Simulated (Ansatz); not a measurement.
Energy needed to pull apart AlBH3OF (SMILES B[O][AlH][F]), closed shell, into free ground-state atoms, from the structure below (at a frame of a short PBE0-D4/def2-SVP trajectory); no zero-point or spin–orbit terms; open-shell atoms are treated unrestricted, in their ground-state multiplicity.

```xyz
7
angstrom
B -0.4477 1.2974 0.7127
O -0.0485 0.1566 0.1254
Al 0.4188 -1.2251 -0.6639
F 0.9498 -2.5989 0.0963
H -0.8099 2.2347 -0.0165
H -0.3297 1.3663 1.8841
H 0.2395 -1.2355 -2.1786
```

Computed with Ansatz 0.2.0 (basis: def2-TZVPP); correlated methods freeze the cores.

```csv
method,atomization energy (kcal/mol)
PBE-D4,638.8
r2SCAN-D4,639.7
PBE0-D4,627.4
wB97M-V,?
HF,490.1
MP2,?
CCSD,614.2
CCSD(T),621.8
```

What does wB97M-V give? (An estimate is asked for; the value comes from the calculation.)

The calculation gives: 638.7 kcal/mol, which is about 16.9 kcal/mol more than CCSD(T)/def2-TZVPP.

What does MP2 give? (An estimate is asked for; the value comes from the calculation.)

The calculation gives: 641.7 kcal/mol, which is about 19.8 kcal/mol more than CCSD(T)/def2-TZVPP.

In triple zeta the MP2 and coupled-cluster atomization energies are still short of their basis limit by a few kcal/mol a bond, whereas those of the functionals are nearly converged, so these differences are not deviations from converged CCSD(T).

T1 diagnostic: at most 0.014.

For scale, one of the runs: CCSD(T)/def2-TZVPP forces, 177 basis functions, launched by `ansatz run in.yaml --threads 2 --pin off --events-out ev --progress --plain --max-ram 3481MiB`. Hardware: 2 CPU threads, shared host. Wall time 3.7 min; peak host memory 3 GiB.
